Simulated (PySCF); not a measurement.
A species of formula C3H5F3Si has this rotational fingerprint, computed with PBE0-D3(BJ)/def2-SVP geometry optimisation, gas phase (PySCF 2.14.0):

```
Rotational constants : A = 3687, B = 1257, C = 1002 MHz
Dipole components    : |μa| = 0.89 D, |μb| = 0.26 D, |μc| = 1.28 D
Inertial defect      : -34.55 u·Å²
κ                    : -0.81
```

Question: Which candidate fits, each taken in the one conformer that was computed?
A. `C=C([SiH3])C(F)(F)F`
B. `[F:1][CH2:2]/[C:3]([F:4])=[C:5](\[F:6])[SiH3:7]` with F1–C2–C3–F4 65°
C. `FC(F)(F)[C@H]1C[SiH2]1`

Answer: B. It is FC/C(F)=C(\F)[SiH3], an asymmetric top, point group C1. The candidates at the same level (rigid rotor, commonest isotopes):

| SMILES | A (MHz) | B (MHz) | C (MHz) | μa (D) | μb (D) | μc (D) | Δ (u·Å²) | point group | rotor |
| --- | --- | --- | --- | --- | --- | --- | --- | --- | --- |
| C=C([SiH3])C(F)(F)F | 3186 | 1661 | 1370 | 1.47 | 1.57 | 0.01 | -93.85 | near Cs | asymmetric top |
| FC/C(F)=C(\F)[SiH3] | 3687 | 1257 | 1002 | 0.89 | 0.26 | 1.28 | -34.55 | C1 | asymmetric top |
| FC(F)(F)[C@H]1C[SiH2]1 | 3919 | 1537 | 1417 | 2.44 | 0.34 | 0.63 | -100.94 | C1 | near-prolate asymmetric top |

`C=C([SiH3])C(F)(F)F` has C 37 % too high; `FC(F)(F)[C@H]1C[SiH2]1` has C 41 % too high. No structure here is proved a minimum.
